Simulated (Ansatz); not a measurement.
C2H8GeO2S (`C[O][GeH]([SH])[O]C`). The species carries charge 0 and has multiplicity 1. The geometry is a stationary point of PBE0-D4/def2-TZVP. It is one conformer, not always the lowest.

```xyz
14

C     0.997   -1.566   -1.066
O     0.248   -1.374    0.116
Ge   -1.162   -0.301    0.055
S    -1.877   -0.315    2.142
O    -0.651    1.305   -0.479
C     0.260    2.046    0.304
H     0.404   -2.050   -1.852
H     1.389   -0.622   -1.462
H     1.839   -2.217   -0.824
H    -2.201   -0.727   -0.986
H    -0.763   -0.957    2.536
H     0.370    3.030   -0.156
H    -0.099    2.179    1.331
H     1.246    1.569    0.342
```

Task: What is the dipole moment at B3LYP/def2-TZVPP? (Best estimate.)

Result: Ansatz gave: 1.31 D, with components (1.14, -0.24, -0.59) D in this frame, pointing from negative to positive charge.

Task: And with PBE, r2SCAN, ωB97M-V? (Estimate.)

Result: The calculation gave: PBE 1.31 D, r2SCAN 1.36 D, ωB97M-V 1.28 D.

Task: Give the Mulliken charges with B3LYP, r2SCAN, PBE in def2-TZVPP. (An estimate is asked.)

Result: Computed: 
```
atom  B3LYP  r2SCAN    PBE
  C1  -0.13    0.00  -0.15
  O2  -0.42   -0.42  -0.35
 Ge3   0.66    0.65   0.57
  S4  -0.32   -0.33  -0.32
  O5  -0.42   -0.42  -0.35
  C6  -0.12    0.01  -0.13
  H7   0.10    0.06   0.09
  H8   0.10    0.06   0.10
  H9   0.11    0.06   0.10
 H10   0.01    0.01   0.00
 H11   0.13    0.13   0.14
 H12   0.11    0.06   0.10
 H13   0.10    0.07   0.09
 H14   0.09    0.05   0.09
```

B3LYP here is the variant with VWN-RPA as its local correlation; programs differ in this.
